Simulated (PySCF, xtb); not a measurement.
C15H10F6S2, SMILES C[C@]12SC=CC1=C1C(=C3C=CS[C@@]32C)C(F)(F)C(F)(F)C1(F)F.

GFN2-xTB (xtb 6.7.1) at its own geometry gives an orbital gap of 1.42 eV and a dipole moment of 5.81 D.

Geometry optimised at B3LYP-D3(BJ)/def2-SVP. Other conformers were not sampled.

Problem. What does PBE/def2-SVP in PySCF give? (An estimate is asked for; the answer gives what the named calculation found.)

Solution. gap 1.53 eV (levels -4.79 and -3.26 eV), dipole 3.55 D.
